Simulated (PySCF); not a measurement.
## BeAl: one state, many levels of theory

State: ²Π (doublet), unpaired electrons π ↑. Set-up: basis Be def2-SVP, Al def2-SVP; no relativity; PySCF 2.14. De refers to Be + Al in their high-spin ground configurations, without counterpoise correction. The functionals are run spin-unrestricted. A positive dipole means Be(−)Al(+). Levels whose curve was spin-contaminated or gave no clean fit are not listed.

| Level | Re (Å) | ωe (cm⁻¹) | De (eV) | μ (D) |
| --- | --- | --- | --- | --- |
| ROHF-MP2 | 2.485 | 372 | 0.297 | n/a |
| ROHF-SCS-MP2 | 2.514 | 328 | 0.199 | n/a |
| ROHF-CCSD | 2.564 | 261 | 0.141 | n/a |
| ROHF-CCSD(T) | 2.503 | 319 | 0.240 | n/a |
| LDA | 2.399 | 420 | 1.16 | -0.24 |
| PBE | 2.426 | 401 | 0.95 | -0.21 |
| B97-3 | 2.434 | 382 | 0.68 | -0.42 |

The bond length runs from 2.399 Å (LDA) to 2.564 Å (ROHF-CCSD). De spans 0.14 eV (ROHF-CCSD, coupled cluster) to 1.16 eV (LDA, local density).

Correlated steps freeze 5 core orbitals. The bond is weak. Basis-set superposition, not corrected here, can be much of De in a small basis, most of all at correlated wavefunction levels. Functionals without a dispersion term scatter widely for such bonds, and LDA overbinds them. The state was picked by a PBE0 search and need not be the measured ground state.
